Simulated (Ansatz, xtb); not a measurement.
# C6H4O2S: which of two isomers lies lower

Structure X is `Oc1cc2sccc2o1`, a singlet and structure Y is `O=Cc1cc(=S)cco1`, a singlet. Both are isolated molecules in the gas phase, relaxed with B3LYP/def2-SVP; the shapes shown needn't be the lowest conformers.

X (Å):

```yaml
atoms:
  - { symbol: C, position_ang: [1.5261, 1.6899, 1.0840] }
  - { symbol: C, position_ang: [2.2723, 0.6878, 1.6483] }
  - { symbol: C, position_ang: [1.5440, -0.5090, 1.3239] }
  - { symbol: C, position_ang: [0.0707, -2.3820, 0.6111] }
  - { symbol: C, position_ang: [-0.4296, -1.1765, 0.1770] }
  - { symbol: C, position_ang: [0.4298, -0.1308, 0.5978] }
  - { symbol: O, position_ang: [1.7214, 3.0106, 1.0670] }
  - { symbol: O, position_ang: [0.4129, 1.2335, 0.4453] }
  - { symbol: S, position_ang: [1.5659, -2.2311, 1.5168] }
  - { symbol: H, position_ang: [0.9970, 3.4280, 0.5783] }
  - { symbol: H, position_ang: [3.1959, 0.8160, 2.2043] }
  - { symbol: H, position_ang: [-0.3523, -3.3727, 0.4535] }
  - { symbol: H, position_ang: [-1.3465, -1.0608, -0.4002] }
```

Y (Å):

```xyz
13

C    -0.5649    2.5840   -1.1105
C    -0.2963    1.2188   -0.5833
C    -0.1151    0.9233    0.7310
C     0.1442   -0.4340    1.1741
C     0.1826   -1.3918    0.0800
C    -0.0099   -1.0053   -1.2028
O    -0.6478    3.5627   -0.4110
O    -0.2482    0.2757   -1.5613
S     0.3717   -0.8395    2.7662
H    -0.6839    2.6221   -2.2219
H    -0.1693    1.7377    1.4552
H     0.3707   -2.4434    0.3009
H     0.0062   -1.6717   -2.0664
```

Problem. Which of the two would you expect CCSD(T)/def2-SVP + ΔMP2/def2-TZVPP electronic energies to favour?

Solution. Structure X; the calculation gives E(Y) − E(X) = +0.478 eV.

How the difference moves with the method:

```csv
level,geometry,E(Y) − E(X) (eV),departure from the last row (eV),"job, with rough time for the two"
GFN2-xTB,GFN2-xTB,+1.255,+0.778,"optimisation, 0.17 s"
HF/STO-3G,GFN2-xTB,+2.027,+1.549,"single point, 0.52 s"
r2SCAN-D4/def2-SVP,GFN2-xTB,+0.382,−0.096,"single point, 5.3 s"
B3LYP/def2-SVP,B3LYP/def2-SVP,+0.164,−0.314,"optimisation, 36 s"
HF/def2-SVP,B3LYP/def2-SVP,+0.005,−0.473,part of the CCSD(T) run
MP2/def2-SVP,B3LYP/def2-SVP,+0.457,−0.020,part of the CCSD(T) run
CCSD(T)/def2-SVP,B3LYP/def2-SVP,+0.190,−0.288,single point
CCSD(T)/def2-SVP + ΔMP2/def2-TZVPP,B3LYP/def2-SVP,+0.478,,"single point, 2.4 min"
```

As drawn, Y has 1 C=O, 3 C–C, 2 C=C, 1 C=S, 1 C–O, 1 C–H in place of 5 C∷C, 2 C∷S, 2 C∷O, 1 O–H (∷ is an aromatic bond). Structure X has 2 5-membered rings (with an aromatic ring), Y a 6-membered ring.

HF/def2-SVP finds them nearly level. The largest departure from CCSD(T)/def2-SVP + ΔMP2/def2-TZVPP is that of HF/STO-3G, 1.549 eV. The last row adds to CCSD(T) the change of the MP2 difference between the two basis sets, here +0.288 eV, a large step that makes the value less sure.

With thermal terms from frequencies at re-optimised GFN2-xTB minima (ideal gas, soft modes damped towards free rotors, one conformer each, 298.15 K, 1 atm): on the last row, ΔE + ΔZPE = +0.428, ΔH = +0.451, ΔG = +0.377 eV.

The correlated steps freeze 13 core orbitals. Codes used: Ansatz 0.2.0, xtb 6.7.1; the last row on 4 threads of Arm Neoverse V1 on a shared host.
